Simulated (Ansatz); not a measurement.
This geometry of Cl$_{2}$H$_{2}$Sn (5 atoms, charge 0, multiplicity 1) is a first-order saddle point.

Theory: RKS PBE-D4/def2-SVP in Ansatz.

```xyz
5
Properties=species:S:1:pos:R:3
Sn -0.301 0.075 0.398
H 0.939 -0.093 1.687
Cl 2.340 -0.013 0.525
H -0.570 1.361 -0.751
Cl -0.931 -1.877 -0.813
```

Q: Which two structures does it join? (They come from a converged band through this point; their orientation in space is the band's.)

A: Bonds broken: Sn1–H2. Bonds formed: H2–Cl3.

Initial state:

```xyz
5
Properties=species:S:1:pos:R:3
Sn 0.191 0.043 0.318
H -0.005 -0.075 2.023
Cl 2.509 -0.028 -0.143
H -0.461 1.407 -0.502
Cl -0.757 -1.894 -0.651
```

Final state:

```xyz
5
Properties=species:S:1:pos:R:3
Sn -0.641 0.837 0.764
H 1.133 -1.059 0.379
Cl 2.043 -0.082 0.762
H -0.390 1.374 -0.943
Cl -0.668 -1.616 0.084
```

Q: How far does it lie above each of them?

A: 146.1 kJ/mol above the first and 99.8 kJ/mol above the second. This is the barrier of this one path; another mechanism may lie lower. The orbitals stay closed-shell, which can raise the energy where a bond breaks towards radicals; this wasn't checked here.

The run took 3.8 min on 1 thread of Arm Neoverse V1, on a shared host, peak memory 0.12 GiB.
